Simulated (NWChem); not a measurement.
# ZnBr cation; SMILES [Zn+][Br]

```xyz
2

Zn     0.0000     0.0000    -1.1795
Br     0.0000     0.0000     1.0128
```
Atoms are numbered in this order, from 1.

Level: PBE0-D3(BJ)/def2-TZVP (NWChem), optimised geometry, unscaled harmonic frequencies. This build's default masses of Se (78.918 u) and Br (79.917 u) are each other's, which moves their modes by up to 0.6 %.

```
frequency (cm⁻¹)  IR intensity (km/mol)
----------------  ---------------------
336                                 9.4
```

```yaml
zero_point_energy: 0.5 kcal/mol
thermal correction to the enthalpy at 298.15 K (with zero-point energy): 2.8 kcal/mol
heat capacity Cv: 6.6 cal/(mol K)
entropy at 298.15 K and 1 atm (symmetry number 1): 59.2 cal/(mol K)
```

Rigid rotor and harmonic oscillator.
